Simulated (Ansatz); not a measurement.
Stepwise reaction of `O[SiH](O)[SiH3]` with hydrogen fluoride, as a gas-phase model of exchange steps in deposition or etching. ΔE in kJ/mol; ΔG adds harmonic PBE0-D4 terms to CCSD(T)/CBS, at 1 bar.

Calculated with Ansatz (gas phase, PBE0-D4/def2-TZVP geometries, no zero-point term in ΔE). CCSD(T)/CBS adds triple-zeta CCSD(T) − MP2 to the extrapolated MP2 energy (def2 sets, frozen cores). This one scheme is used for every species. DFT in def2-TZVPP. B3LYP here is the variant with VWN-RPA as its local correlation; programs differ in this. Each species was taken in one conformer, which may not be the lowest.

| step | reaction | PBE-D4 | B3LYP-D4 | ωB97M-V | CCSD(T)/CBS | ΔG(600 K) |
| --- | --- | --- | --- | --- | --- | --- |
| 1 | `O[SiH](O)[SiH3]` + H–F → `O[SiH](F)[SiH3]` + H₂O | -40.2 | -43.7 | -43.3 | -42.7 | -45.8 |
| 2 | `O[SiH](F)[SiH3]` + H–F → `F[SiH](F)[SiH3]` + H₂O | -37.5 | -39.7 | -39.2 | -38.7 | -40.5 |

**Question.** By hand: ΔE of the 2 steps together at CCSD(T)/CBS.

**Answer.** (-42.7) + (-38.7) = -81.4 kJ/mol, or -40.7 kJ/mol a step.

In ΔE the steps differ by no more than 4.0 kJ/mol. All are downhill at CCSD(T)/CBS. ΔG lies between -45.8 and -40.5 kJ/mol a step. PBE-D4 differs from CCSD(T)/CBS by 1.2 to 2.5 kJ/mol a step. Isolated molecules leave out the surface, adducts and barriers. Largest T1 diagnostic: 0.013.
